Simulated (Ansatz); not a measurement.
```yaml
crystal:
  periodic: [false, false, false]
  atoms:
    - {symbol: C, position_ang: [-0.461332, 0.828142, -2.128740]}
    - {symbol: Sn, position_ang: [-0.004162, -0.020871, -0.181270]}
    - {symbol: C, position_ang: [2.234015, 0.407606, 0.354245]}
    - {symbol: C, position_ang: [-0.115405, -2.250062, -0.014547]}
    - {symbol: C, position_ang: [-1.246170, 1.038613, 1.613832]}
    - {symbol: H, position_ang: [-0.419950, 1.776907, -2.001625]}
    - {symbol: H, position_ang: [0.137940, 0.481297, -2.511007]}
    - {symbol: H, position_ang: [-1.339909, 0.627012, -2.295388]}
    - {symbol: H, position_ang: [2.207720, -0.280118, 1.329656]}
    - {symbol: H, position_ang: [2.361043, 1.286083, 0.213146]}
    - {symbol: H, position_ang: [2.920826, -0.101025, -0.122438]}
    - {symbol: H, position_ang: [-0.109328, -2.624724, 1.159506]}
    - {symbol: H, position_ang: [0.043466, -2.622669, -0.713272]}
    - {symbol: H, position_ang: [-1.336173, -2.214953, -0.117762]}
    - {symbol: H, position_ang: [-2.362274, 0.678756, 1.198079]}
    - {symbol: H, position_ang: [-0.788166, 0.677295, 2.346449]}
    - {symbol: H, position_ang: [-1.073944, 1.971436, 1.585850]}
basis:
  gaussian: {orbitals: def2-mTZVPP, fitting: {mean_field: cc-pVTZ-jkfit}}
hamiltonian: {xc: {name: r2SCAN0}}
output: {forces: true}
```

```sh
$ ansatz run in.yaml --threads 2 --pin off --events-out ev --progress --plain --max-ram 31744MiB --backend cpu
```

How does Ansatz answer? (An estimate is asked.)

Computed: The input was rejected before any iteration.
```
Functional definition: r2SCAN0
Error: <dir> the basis set cc-pVTZ-JKFIT has no functions for Sn
```
